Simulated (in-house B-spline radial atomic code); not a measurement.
A fraction x of an electron is removed from 3d in the copper ion Cu⁴⁺, starting from [Ar] 3d7 and keeping the highest spin. Level of theory: scalar-relativistic (X2C) SCAN, spin-polarised, spherical fractional occupations, Fermi nucleus of rms radius 3.8823 fm; calculated with a B-spline radial code for spherical atoms.

```tsv
x	E(x) - E(0) (eV)	3d down level (eV)
0	0.0000	-68.178
0.07	4.8261	-69.713
0.23	16.2630	-73.256
0.27	19.2111	-74.150
0.43	31.3629	-77.755
0.5	36.8614	-79.347
0.56	41.6634	-80.719
0.65	49.0212	-82.789
0.87	67.7966	-87.910
0.93	73.1135	-89.321
1	79.4238	-90.976
```

The exact functional would give a straight line between the two integer points. Deviations E(x) - E(0) - x[E(1) - E(0)], in eV: -0.734 at x = 0.07, -2.004 at x = 0.23, -2.233 at x = 0.27, -2.789 at x = 0.43, -2.85 at x = 0.5, -2.814 at x = 0.56, -2.604 at x = 0.65, -1.302 at x = 0.87, -0.751 at x = 0.93.

The curve lies below the straight line by up to 2.85 eV (at x = 0.5): convex, the delocalisation error that favours fractional charges.

Q: How well does Slater's transition state (minus the level at half occupation) give the ionisation energy?

A: It gives 79.347 eV against 79.424 eV from the two total energies; NIST lists 79.80 eV, ground level to ground level.
